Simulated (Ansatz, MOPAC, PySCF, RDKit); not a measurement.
Pair of molecules: H2S (SMILES S) (first 3 atoms) with AsH3 (SMILES [AsH3]); geometry from B3LYP-D3(BJ)/def2-TZVP, rigid monomers moved along the line of their centres of mass till S1···As4 is 3.40 Å.
(charge 0, multiplicity 1):
```json
[
 {"atom": "S", "x (Å)": "0.5924", "y (Å)": "0.2536", "z (Å)": "-0.7813"},
 {"atom": "H", "x (Å)": "-0.3709", "y (Å)": "1.0690", "z (Å)": "-0.3243"},
 {"atom": "H", "x (Å)": "-0.2505", "y (Å)": "-0.7879", "z (Å)": "-0.8633"},
 {"atom": "As", "x (Å)": "-0.2212", "y (Å)": "-0.2536", "z (Å)": "2.4795"},
 {"atom": "H", "x (Å)": "0.3338", "y (Å)": "-1.6057", "z (Å)": "2.0508"},
 {"atom": "H", "x (Å)": "-0.2443", "y (Å)": "-0.6613", "z (Å)": "3.9516"},
 {"atom": "H", "x (Å)": "1.1716", "y (Å)": "0.3488", "z (Å)": "2.6005"}
]
```

Counterpoise-corrected where a basis set is named; no monomer relaxation. Rows marked so take none. RDKit's UFF carries no charges.

Rows in 6-31G* carry no dispersion term and start afresh at each structure (6-31G* with six Cartesian d functions); the Pople sets are all-electron and without relativity. The state that AM1 reach isn't checked.

The values were computed with Ansatz (Gaussian orbitals); MOPAC for AM1 (differences of heats of formation); PySCF for 6-31G* rows; RDKit for the force fields. 

Problem. One of these levels gives 0.14 kcal/mol for the interaction energy. Name it.
A) r2SCAN/def2-TZVPPD
B) B3LYP/6-31G* (no counterpoise)
C) UFF
D) AM1

Solution. A, r2SCAN/def2-TZVPPD. The others give 0.70 (UFF), -1.76 (AM1), 1.40 (B3LYP/6-31G* (no counterpoise))

Ansatz is a quantum-chemistry and plane-wave program.
